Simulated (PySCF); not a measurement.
BeHCl, SMILES [BeH][Cl].

The structure is a stationary point at PBE0-D3(BJ)/def2-TZVPD.

The numbers are results of M06-2X/def2-TZVPD (PySCF), not measurements.

Computed frontier levels, gap, dipole moment and polarisability:
* **highest occupied level**: -10.90 eV
* **lowest empty level**: -0.11 eV
* **orbital gap**: 10.80 eV
* **dipole moment**: 0.55 D
* **quadrupole, principal values (traceless, Buckingham form, about the centre of nuclear charge)**: -3.44, 1.72, 1.72 D·Å
* **mean static polarisability**: 30.2 bohr³ (4.48 Å³)
* **polarisability, principal values**: 27.3, 27.3, 36.1 bohr³
